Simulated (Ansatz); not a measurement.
`C=CB[SeH]` + HI → `C=CBI` + H₂Se  (ligand exchange at a B–Se bond)

Gas-phase electronic energies from Ansatz, PBE0-D4/def2-TZVP geometries. CCSD(T)/CBS is the MP2 limit (def2-TZVPP, def2-QZVPP) plus CCSD(T) − MP2 in def2-TZVPP, frozen cores. DFT in def2-TZVPP. B3LYP here is the variant with VWN-RPA as its local correlation; programs differ in this. def2 core potentials past Kr. For I, Se outer-core shells are correlated without core-valence functions, which leaves a few kJ/mol of doubt a bond. Scalar relativity is left out up to krypton. One conformer a species, not always the lowest.

Q: Is it downhill or uphill in electronic energy at CCSD(T)/CBS, and by how much? (Estimate.)

A: Ansatz gave: Uphill: ΔE = +9.4 kJ/mol.

Q: What do these levels give: r2SCAN0-D4, ωB97X-V, ωB97M-V, B3LYP, HF/def2-SVP, CCSD(T)/def2-SVP? (Best estimate.)

A: The calculation gave: r2SCAN0-D4 11.1, ωB97X-V 10.7, ωB97M-V 10.8, B3LYP 11.3, HF/def2-SVP 5.5, CCSD(T)/def2-SVP 12.3 kJ/mol.

Largest T1 diagnostic among the species: 0.013.

In def2-TZVPP, CCSD(T) changes the Hartree–Fock value by +7.1 kJ/mol (the triples alone add +0.0 kJ/mol) and MP2 by +3.2 kJ/mol. Leaving LDA and LC-ωPBE aside and taking each functional with its dispersion term where it has one, the values, not all of them listed here, spread over 4.7 kJ/mol, from BHLYP-D4 to revPBE-D4. LDA lies +4.1 kJ/mol from PBE without D4.
